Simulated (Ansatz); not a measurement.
Geometry optimisation, RKS PBE0/cc-pVDZ (Ansatz).

The input (input.yaml):

```yaml
crystal:
  periodic: [false, false, false]
  atoms:
    - { symbol: B, position_ang: [0.198678, 0.507529, -0.260532] }
    - { symbol: F, position_ang: [-0.050146, -0.383351, 2.086894] }
    - { symbol: Cl, position_ang: [1.622638, -0.334505, -0.884699] }
    - { symbol: H, position_ang: [-0.897318, 0.097333, -0.486571] }
    - { symbol: O, position_ang: [0.341404, 1.726986, 0.370549] }
    - { symbol: H, position_ang: [1.273095, 1.983305, 0.422128] }
    - { symbol: H, position_ang: [-0.191151, 0.528904, 2.146031] }
basis:
  gaussian: { orbitals: cc-pVDZ }
hamiltonian:
  xc: pbe0
relax:
  f_tol: 0.03
  max_steps: 50
```

Run as:

```bash
$ ansatz run input.yaml --threads 1 --pin off --max-ram 2048MiB --backend cpu --events-out ev --progress --plain --runs-dir out
```

Where does it end, and by what steps?

The run converged. The force dipped under the threshold on the way, but the program's further checks kept it going. After 25 steps the energy has fallen by 0.081 eV; Cl3 moved furthest, 1.41 Å.

| step | energy less start (eV) | largest force component (eV/Å) | accepted |
| --- | --- | --- | --- |
| 0 | 0.0000 | 0.828 | yes |
| 1 | -0.0204 | 0.579 | yes |
| 2 | 0.0033 | 1.788 | no |
| 3 | -0.0323 | 0.080 | yes |
| 4 | -0.0410 | 0.343 | yes |
| 5 | -0.0394 | 0.692 | no |
| 6 | -0.0463 | 0.208 | yes |
| 7 | -0.0486 | 0.171 | yes |
| 8 | -0.0523 | 0.100 | yes |
| 9 | -0.0539 | 0.171 | yes |
| 10 | -0.0550 | 0.134 | yes |
| 11 | -0.0571 | 0.146 | yes |
| 12 | -0.0573 | 0.233 | yes |
| 13 | -0.0580 | 0.245 | yes |
| 14 | -0.0673 | 0.076 | yes |
| 15 | -0.0709 | 0.092 | yes |
| 16 | -0.0595 | 0.555 | no |
| 17 | -0.0746 | 0.026 | yes |
| 18 | -0.0760 | 0.152 | yes |
| 19 | -0.0775 | 0.090 | yes |
| 20 | -0.0747 | 0.238 | no |
| 21 | -0.0791 | 0.014 | yes |
| 22 | -0.0800 | 0.098 | yes |
| 23 | -0.0804 | 0.050 | yes |
| 24 | -0.0806 | 0.019 | yes |
| 25 | -0.0807 | 0.014 | yes |

```xyz
7
Properties=species:S:1:pos:R:3
B 0.406 0.331 -0.405
F -0.871 0.288 2.682
Cl 1.290 0.580 -1.912
H -0.486 -0.463 -0.338
O 0.734 1.050 0.696
H 1.463 1.670 0.560
H -0.240 0.670 2.111
```

Whether the end is a true minimum wasn't checked by a vibrational analysis.

The run took 46 s on 1 thread of Intel(R) Xeon(R) 6975P-C (Granite Rapids) (shared host), peak memory 0.17 GiB.
